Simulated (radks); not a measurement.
Species: the terbium ion Tb2+. Configuration: [Xe] 4f7 6p2 (not the ground configuration).

All-electron calculation, non-relativistic Kohn-Sham, r2SCAN, spin-polarised, spherical densities, point nucleus; open shells are filled with parallel spins first (spin-orbit coupling, left out, can overturn this in heavy ions); meta-GGA in the generalised Kohn-Sham scheme; relativity is left out, which matters for an element this heavy. Program: a radial shooting solver on a logarithmic mesh with Libxc functionals.

Energy parts (eV):
| part | energy |
|---|---|
| total | -305544.85 |
| kinetic | 305457.27 |
| electron-nucleus | -723394.69 |
| Hartree | 119064.80 |
| exchange-correlation | -6672.23 |

Orbitals (lengths in bohr, moments of r in powers of bohr; r(max) is where P^2 peaks; r(90%) holds 90 % of the orbital's charge):
| orbital | occ. | eigenvalue (eV) | <r^2> | <r> | r(max) | r(90%) |
|---|---|---|---|---|---|---|
| 1s up | 1 | -48728.41 | 0.0007282 | 0.02334 | 0.01547 | 0.0415 |
| 1s down | 1 | -48728.37 | 0.0007282 | 0.02334 | 0.01547 | 0.0415 |
| 2s up | 1 | -7834.542 | 0.01156 | 0.09925 | 0.08468 | 0.152 |
| 2s down | 1 | -7834.506 | 0.01155 | 0.09924 | 0.08468 | 0.152 |
| 2p up | 3 | -7456.917 | 0.008595 | 0.08418 | 0.06595 | 0.136 |
| 2p down | 3 | -7456.861 | 0.008595 | 0.08418 | 0.06595 | 0.136 |
| 3s up | 1 | -1768.453 | 0.07444 | 0.2555 | 0.2354 | 0.373 |
| 3s down | 1 | -1763.655 | 0.07424 | 0.2552 | 0.2352 | 0.373 |
| 3p up | 3 | -1599.526 | 0.06970 | 0.2455 | 0.2229 | 0.366 |
| 3p down | 3 | -1595.117 | 0.06948 | 0.2451 | 0.2227 | 0.365 |
| 3d up | 5 | -1285.415 | 0.05566 | 0.2179 | 0.1781 | 0.338 |
| 3d down | 5 | -1282.203 | 0.05542 | 0.2174 | 0.1779 | 0.337 |
| 4s up | 1 | -380.6707 | 0.3716 | 0.5743 | 0.5359 | 0.823 |
| 4s down | 1 | -371.9070 | 0.3722 | 0.5747 | 0.5358 | 0.823 |
| 4p up | 3 | -313.4530 | 0.3913 | 0.5871 | 0.5408 | 0.851 |
| 4p down | 3 | -304.6388 | 0.3923 | 0.5878 | 0.5407 | 0.852 |
| 4d up | 5 | -193.6318 | 0.4421 | 0.6182 | 0.5465 | 0.925 |
| 4d down | 5 | -184.7710 | 0.4456 | 0.6203 | 0.5465 | 0.929 |
| 4f up | 7 | -46.3083 | 0.6942 | 0.7465 | 0.5338 | 1.23 |
| 4f down | 0 | -37.9447 | 0.7630 | 0.7760 | 0.5372 | 1.30 |
| 5s up | 1 | -72.5141 | 2.014 | 1.341 | 1.224 | 1.91 |
| 5s down | 1 | -69.3142 | 2.122 | 1.377 | 1.246 | 1.97 |
| 5p up | 3 | -52.9102 | 2.448 | 1.474 | 1.318 | 2.13 |
| 5p down | 3 | -50.4079 | 2.570 | 1.512 | 1.348 | 2.18 |
| 6p up | 2 | -14.8018 | 15.13 | 3.697 | 3.418 | 5.20 |

The highest occupied level is 6p up at -14.802 eV. The configuration is held as typed, so some empty levels lie below it. The density falls to 0.001 e/bohr^3 at r = 4.98 bohr. Summed over all electrons, <r^2> = 63.03 bohr^2, which gives a Langevin (diamagnetic) susceptibility term of -49.9 x 10^-6 cm^3/mol. The spin density at the nucleus is 2.431 e/bohr^3 (1s -0.079, 2s -0.335, 3s -7.022, 4s 2.453, 5s 7.414). Virial ratio -V/T = 2.00029. The electron density at the nucleus is 1.956e+05 e/bohr^3. Spin moment in Bohr magnetons: 9.
